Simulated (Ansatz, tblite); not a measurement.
Cost and result up the ladder for SiHMe2(OSiMe3) (C₅H₁₆OSi₂) (24 atoms). Charge 0, multiplicity 1. Geometry: r2SCAN-D4/def2-SVP.

```xyz
24

Si    1.0528    1.4471    0.0672
H     2.2543    0.7843    0.6800
C     1.5834    2.4918   -1.3897
H     2.2866    3.2829   -1.0822
H     0.7095    2.9748   -1.8576
H     2.0788    1.8763   -2.1575
C     0.1982    2.4892    1.3697
H     0.8614    3.2884    1.7403
H    -0.1076    1.8794    2.2355
H    -0.7069    2.9642    0.9554
O     0.0081    0.2770   -0.4905
Si   -0.5654   -1.2544   -0.1330
C     0.7933   -2.5029   -0.4693
C    -2.0386   -1.5563   -1.2461
C    -1.0714   -1.3132    1.6751
H     0.4546   -3.5335   -0.2711
H     1.6744   -2.3127    0.1656
H     1.1217   -2.4534   -1.5205
H    -1.7495   -1.4794   -2.3069
H    -2.4696   -2.5582   -1.0850
H    -2.8315   -0.8134   -1.0615
H    -0.2105   -1.1226    2.3380
H    -1.8416   -0.5561    1.8973
H    -1.4844   -2.2992    1.9467
```

Ansatz on 2 threads of AMD EPYC 7R13 on a shared host and a share (18 GiB) of an NVIDIA H100 80GB HBM3; xTB runs through tblite on one thread. Times are rough, summed over both states, and most runs start from the orbitals of an earlier one. PBE-QIDH/def2-TZVP serves as the yardstick here, not as an exact answer. The other state is a doublet.

The xTB rows come from tblite. Correlated methods freeze 16 core orbitals.

Run but left out: PBE-D4/def2-TZVP (charge +1 doublet: an occupied level 0.06 eV above an empty one).

Correlated methods converge slowly with the basis.

Raw xTB energies of ions are shifted by several eV.

```json
{"level": "GFN2-xTB", "functions": "58", "wall time": "0.039 s"}
{"level": "GFN1-xTB", "functions": "74", "wall time": "0.055 s"}
{"level": "PBE0-D4/def2-TZVP", "functions": "356", "wall time": "14 s"}
{"level": "PBE-QIDH/def2-TZVP", "functions": "356", "wall time": "17 s"}
```

Task: Estimate what each level gives for the vertical IE (eV).

Result: 
| level | vertical IE (eV) | difference from PBE-QIDH/def2-TZVP (eV) |
| --- | --- | --- |
| GFN2-xTB | 12.71 | 2.62 |
| GFN1-xTB | 13.45 | 3.35 |
| PBE0-D4/def2-TZVP | 9.46 | -0.63 |
| PBE-QIDH/def2-TZVP | 10.10 | 0.00 |
